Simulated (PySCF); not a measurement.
Species: C₆H₁₂ClFO.
Structure used (PBE0-D3(BJ)/def2-SVP), in Å, numbered top down from 1:
```
atom  x, y, z in Å
C1    -2.098    0.973   -0.895
C2    -1.200    0.346    0.150
C3    -1.808   -0.889    0.793
O4     0.016    0.018   -0.506
C5     1.151   -0.129    0.296
C6     1.841   -1.441   -0.029
C7     2.081    1.048    0.026
F8     3.237    0.897    0.714
Cl9    1.327    2.595    0.501
H10   -2.292    0.259   -1.710
H11   -3.060    1.273   -0.456
H12   -1.611    1.862   -1.322
H13   -0.990    1.100    0.932
H14   -1.130   -1.324    1.543
H15   -2.011   -1.655    0.028
H16   -2.753   -0.643    1.301
H17    0.896   -0.099    1.372
H18    2.068   -1.491   -1.105
H19    1.172   -2.277    0.215
H20    2.776   -1.552    0.538
H21    2.305    1.132   -1.049
```

Computed with PySCF at PBE0/pcSseg-1, non-relativistic, on one gas-phase PBE0-D3(BJ)/def2-SVP geometry that isn't relaxed in the solvent. The solvent is an IEF-PCM continuum (van der Waals radii × 1.2). The model holds no explicit solvent molecules, cavitation or dispersion.

```csv
run,E − E(gas) (kcal/mol),HOMO (eV),HOMO–LUMO gap (eV),dipole (D)
gas,0.00,-7.60,8.41,1.92
P,-4.29,-7.53,8.38,2.33
Q,-3.05,-7.54,8.38,2.22
```

**Question.** The runs were made in chloroform and dimethylsulfoxide. Which run belongs to which solvent?

**Answer.** P = dimethylsulfoxide, Q = chloroform. The dielectric constants are 4.711 (chloroform), 46.83 (dimethylsulfoxide), and the energy falls further as ε rises. In this model the ground state sees the solvent through ε alone.

**Question.** How constant is the ratio of the lowering to (ε − 1)/(2ε + 1)?

**Answer.** 
| solvent | (ε − 1)/(2ε + 1) | E − E(gas) (kcal/mol) | ratio (kcal/mol) | polarisation term (kcal/mol) |
| --- | --- | --- | --- | --- |
| chloroform | 0.356 | -3.05 | -8.6 | -3.27 |
| dimethylsulfoxide | 0.484 | -4.29 | -8.9 | -4.77 |

The ratio changes by +3.6 % in size from chloroform to dimethylsulfoxide. The polarisation term is half the interaction of the solute with the induced surface charges.
